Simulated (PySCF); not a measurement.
**Radial density of Mg⁺ (magnesium, charge +1)**

UHF, [Ne] 3s1, 2S determinant. All numbers are calculated (PySCF 2.14, no relativity, point nucleus, in def2-TZVP).

```json
{"r (bohr)": "0.00255", "4πr²ρ (e/bohr)": "0.08410", "4πr²(ρα − ρβ)": "0.0001"}
{"r (bohr)": "0.00430", "4πr²ρ (e/bohr)": "0.2292", "4πr²(ρα − ρβ)": "0.0004"}
{"r (bohr)": "0.00723", "4πr²ρ (e/bohr)": "0.6024", "4πr²(ρα − ρβ)": "0.0009"}
{"r (bohr)": "0.0122", "4πr²ρ (e/bohr)": "1.517", "4πr²(ρα − ρβ)": "0.0024"}
{"r (bohr)": "0.0204", "4πr²ρ (e/bohr)": "3.517", "4πr²(ρα − ρβ)": "0.0055"}
{"r (bohr)": "0.0344", "4πr²ρ (e/bohr)": "7.148", "4πr²(ρα − ρβ)": "0.0109"}
{"r (bohr)": "0.0578", "4πr²ρ (e/bohr)": "11.61", "4πr²(ρα − ρβ)": "0.0162"}
{"r (bohr)": "0.0973", "4πr²ρ (e/bohr)": "13.20", "4πr²(ρα − ρβ)": "0.0128"}
{"r (bohr)": "0.164", "4πr²ρ (e/bohr)": "9.386", "4πr²(ρα − ρβ)": "-0.0016"}
{"r (bohr)": "0.275", "4πr²ρ (e/bohr)": "7.638", "4πr²(ρα − ρβ)": "0.0163"}
{"r (bohr)": "0.463", "4πr²ρ (e/bohr)": "11.02", "4πr²(ρα − ρβ)": "0.0605"}
{"r (bohr)": "0.779", "4πr²ρ (e/bohr)": "7.734", "4πr²(ρα − ρβ)": "0.0048"}
{"r (bohr)": "1.31", "4πr²ρ (e/bohr)": "1.700", "4πr²(ρα − ρβ)": "0.1056"}
{"r (bohr)": "2.20", "4πr²ρ (e/bohr)": "0.4559", "4πr²(ρα − ρβ)": "0.3953"}
{"r (bohr)": "3.71", "4πr²ρ (e/bohr)": "0.2228", "4πr²(ρα − ρβ)": "0.2228"}
{"r (bohr)": "6.23", "4πr²ρ (e/bohr)": "0.008537", "4πr²(ρα − ρβ)": "0.0085"}
{"r (bohr)": "10.5", "4πr²ρ (e/bohr)": "2.113e-05", "4πr²(ρα − ρβ)": "0.0000"}
```
